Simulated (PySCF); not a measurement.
Geometries of 2 isomers of C2H10NPSi2, from PBE0-D3(BJ)/def2-SVP geometry optimisation, gas phase in PySCF. One conformer each, no zero-point energy, no frequencies.

Question: Which isomer lies lower at this level?
A.
```xyz
16
angstrom
C     -3.199    1.367   -0.118
C     -2.004    0.906   -0.506
Si    -1.178   -0.564    0.296
N      0.382   -0.132    0.947
Si     1.927   -0.893    0.717
P      3.415    0.669    0.023
H     -3.759    0.899    0.701
H     -3.679    2.229   -0.596
H     -1.490    1.419   -1.331
H     -0.918   -1.653   -0.692
H     -2.126   -1.062    1.345
H      0.385    0.681    1.560
H      1.723   -2.006   -0.256
H      2.500   -1.458    1.981
H      4.482   -0.269   -0.136
H      3.011    0.603   -1.347
```
B.
```xyz
16
angstrom
P      2.824    0.255    0.056
Si     0.705    0.222    0.858
C     -0.424   -1.159    0.217
C     -1.863   -0.609    0.162
Si    -1.769    1.198   -0.392
N     -0.203    1.591    0.274
H      2.460   -0.275   -1.220
H      3.139   -1.024    0.613
H      0.856    0.191    2.351
H     -0.347   -2.081    0.816
H     -0.074   -1.415   -0.798
H     -2.312   -0.618    1.171
H     -2.519   -1.222   -0.477
H     -2.870    2.044    0.169
H     -1.825    1.347   -1.884
H      0.169    2.534    0.292
```

Answer: B. That is `P[Si@@H]1CC[SiH2]N1`, 31.4 kcal/mol below the other.

| SMILES | atoms numbered as above | E (Eh) | relative (kcal/mol) | relative (kJ/mol) | dipole (D) |
| --- | --- | --- | --- | --- | --- |
| P[Si@@H]1CC[SiH2]N1 | [PH2:1][Si@@H:2]1[CH2:3][CH2:4][SiH2:5][NH:6]1 | -1056.47781 | 0.0 | 0.0 | 1.07 |
| C=C[SiH2]N[SiH2]P | [CH2:1]=[CH:2][SiH2:3][NH:4][SiH2:5][PH2:6] | -1056.42777 | 31.4 | 131.4 | 0.86 |

As drawn, the higher has a C=C bond outside aromatic rings, which the lower lacks.
